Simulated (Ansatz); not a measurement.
Si3Ni⁺. Total charge 1; doublet. Geometry r2SCAN-D4/def2-SVP, that of the neutral singlet; atoms count from 1.

```xyz
4

Ni   -0.4095   -0.8115    0.7002
Si    0.4382    0.8683   -0.7494
Si   -1.6435    0.0885   -0.7926
Si    1.6148   -0.1453    0.8417
```

The structure comes from a short search, and lower isomers may exist.

Problem. Estimate the Mulliken populations from the PBE0/def2-TZVP orbitals of Ansatz.

Solution. 
```tsv
atom	charge (e)	spin (α − β)	d electrons
Ni1	0.30	0.79	8.80
Si2	0.22	0.15	–
Si3	0.24	0.03	–
Si4	0.24	0.03	–
```
Mulliken values and Mayer orders depend strongly on the basis.

Problem. Where does the spin sit?

Solution. Summed by element: Ni 0.79, Si 0.21, of 1 unpaired in all. Largest on single atoms: Ni1 0.79, Si2 0.15, Si3 0.03.

Problem. And the Mayer bond orders between bonded heavy atoms (over 0.3)?

Solution. Ni1–Si2 0.78 (2.38 Å); Ni1–Si3 0.99 (2.14 Å); Ni1–Si4 0.99 (2.14 Å); Si2–Si3 1.28 (2.22 Å); Si2–Si4 1.28 (2.22 Å). Values over 0.3 also appear between atoms too far apart for a bond (Si3–Si4 0.55 at 3.65 Å); they arise where an orbital or an unpaired electron spreads over both atoms.
